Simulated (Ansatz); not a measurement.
Correlation energies of Cl$_{2}$GeH$_{2}$Se (`[Cl][GeH]([Cl])[SeH]`) by basis set

Cartesian coordinates in Å:
```
Cl 0.1050 -2.1432 -0.4982
Ge 0.4108 -0.0270 -0.3795
Cl 1.8269 0.2753 1.1982
Se -1.5872 1.0868 0.0613
H 1.0128 0.4672 -1.6956
H -1.7682 0.3409 1.3137
```

Charge 0, multiplicity 1. Correlated methods include outer-core shells of Ge, Se, which these sets cover unevenly. Scalar relativity is left out up to krypton. The geometry is a stationary point of PBE0-D4/def2-TZVP. It is one conformer, not always the lowest. Frozen core, restricted reference, Ansatz 0.2.0.

```tsv
basis	HF (Eh)	MP2 corr.	CCSD corr.	(T)	CCSD(T) total
def2-SVP	-5394.64081	-0.72419	-0.75022	?	?
def2-TZVPP	-5395.52340	-0.89866	?	-0.03852	?
def2-QZVPP	?	?	–	–	–
```

Question: Fill in the withheld values. (Best estimate.)

Answer: Computed: def2-SVP (T): -0.01941; def2-SVP CCSD(T) total: -5395.41044; def2-TZVPP CCSD corr.: -0.93545; def2-TZVPP CCSD(T) total: -5396.49737; def2-QZVPP HF (Eh): -5395.63803; def2-QZVPP MP2 corr.: -1.50504.
